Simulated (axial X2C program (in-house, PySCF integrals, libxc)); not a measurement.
**NaY⁺: from the spin-free to the two-component result**

Calculated with an in-house all-electron X2C program for linear molecules (integrals from PySCF). Spin-free means the one-electron spin-free X2C Hamiltonian; two-component (2c) means X2C with spin–orbit coupling and atomic mean-field two-electron Coulomb and Gaunt terms, so the difference of the two also holds small scalar two-electron terms. Basis: Y dyall-cv3z [11s12p9d6f3g], Na dyall-cv3z [9s8p5d2f] (cores contracted in-house); Gaussian nuclei, density fitting, unrestricted open shells. Masses: Y 88.906 u, Na 22.990 u.

Spin-free state: M_S = 1/2, Λ = 0 (beyond evenly filled blocks: σα); fragments Y + Na+.

```csv
level,Re (Å),ωe (cm⁻¹),De (eV),μ (D)
PBE0,3.517,134.3,1.087,5.00
TPSS,3.565,129.5,1.110,4.92
```

Dipoles are positive if Na is the positive end and refer to the centre of mass.

Two-component determinant lowest at the distance of the search:

Ω = 1/2 (⟨Sz⟩ = 0.50, ⟨Lz⟩ = 0.00 at PBE0); fragments Y + Na+.

```tsv
level	Re (Å)	ωe (cm⁻¹)	μ (D)
PBE0	3.516	134.3	5.00
TPSS	3.565	129.5	4.92
```

Question: From the two tables, how do the constants change at the PBE0 level (2c against spin-free)?

Answer: At the PBE0 level Re is unchanged within 0.001 Å and ωe stays the same within 0.2 cm⁻¹.

One determinant describes the state; a PBE0 search over occupations chose it and may have missed a lower one. Dissociation energies refer to the lowest single-determinant-based atoms at the same level and basis. De is not given where an atomic determinant may have missed its ground term or J level, or where the truncated virtual space spoils (T). Density functionals use the spin component along the axis (collinear). PBE0 can misorder states that lie within some tenths of an eV, so this need not be the ground state of the molecule. The nearest other spin-free determinant of the search, M_S = 1/2, Λ = 1, lies 0.15 eV up at the distance of the search. Without a current term, density functionals place determinants with orbital angular momentum somewhat too high.
